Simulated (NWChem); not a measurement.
# N-methylmethanimine (C₂H₅N); SMILES CN=C

```xyz
8

C     -0.1227     1.1358     0.0000
N      0.5391    -0.1374     0.0000
C     -0.1646    -1.1840     0.0000
H      0.2004     1.7141     0.8810
H      0.2004     1.7141    -0.8810
H     -1.2303     1.0752     0.0000
H     -1.2750    -1.1755     0.0000
H      0.3245    -2.1691     0.0000
```
Atoms are numbered in this order, from 1.

Program: NWChem. Structure relaxed at the PBE0/def2-SVP level. Level: PBE0/def2-SVP with COSMO at NWChem's default radii, gas-phase geometry; the question gives the dielectric constant.

Task: Predict the results for dielectric constant 37.5. Quantities: electrostatic solvation energy (kcal/mol); dipole in solution (D).

Result: 
| Quantity | Result |
|---|---|
| electrostatic solvation energy (kcal/mol) | -3.3 |
| dipole in solution (D) | 1.87 |
